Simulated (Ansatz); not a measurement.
Input file for Ansatz (a first-principles code): U-B3LYP/cc-pV(T+d)Z on H4Si2 (SMILES [SiH][SiH3]), a point of a bond scan (R = 1.219 Å). Files ending in .json are basis or fitting sets from the Basis Set Exchange.

Ansatz 0.2 input:
```yaml
crystal:
  periodic: [false, false, false]
  atoms:
    - {symbol: Si, position_ang: [-0.00338560, 1.03723858, 0.82594973]}
    - {symbol: H, position_ang: [-0.35577081, 1.69665676, -0.13670684]}
    - {symbol: Si, position_ang: [0.02918721, -0.89103927, -0.59790228]}
    - {symbol: H, position_ang: [0.97945138, -0.66055376, -1.72119154]}
    - {symbol: H, position_ang: [-1.32621922, -1.10029411, -1.17841082]}
    - {symbol: H, position_ang: [0.42941234, -2.14745382, 0.08430899]}
basis:
  gaussian:
    orbitals: cc-pV_T+d_Z.json
hamiltonian:
  xc: {name: B3LYP}
magnetization: {spin_polarized: true, initial_magnetization: 0}
```

Q: Predict the final total energy.

A: -581.3385 hartree.

Q: How many basis functions does it have, and what does it roughly cost on one machine?

A: 134 functions; around 7 core-seconds (rough).
